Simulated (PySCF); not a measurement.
K(Cl) anion (ClK), SMILES [Cl][K] (connectivity only; charge and spin as stated), charge -1, multiplicity 2. Atoms are numbered in the order given.

```xyz
2

K      0.0000     0.0000    -1.3447
Cl     0.0000     0.0000     1.5029
```
Charge -1, spin multiplicity 2.

The structure is a stationary point at r2SCAN-D4/def2-TZVPD. The multiplicity is an assumed one; other spin states were not compared.

Method: M06-2X/def2-TZVPD (PySCF).

Mulliken values depend strongly on the basis, most of all with diffuse functions as here. ESP charges are fitted to the potential on shells at 1.4 to 2.0 van der Waals radii. Atomic charges (e):

```tsv
atom	meta-Löwdin	ESP fit	Mulliken spin
K1	-0.02	-0.48	1.03
Cl2	-0.98	-0.52	-0.03
```
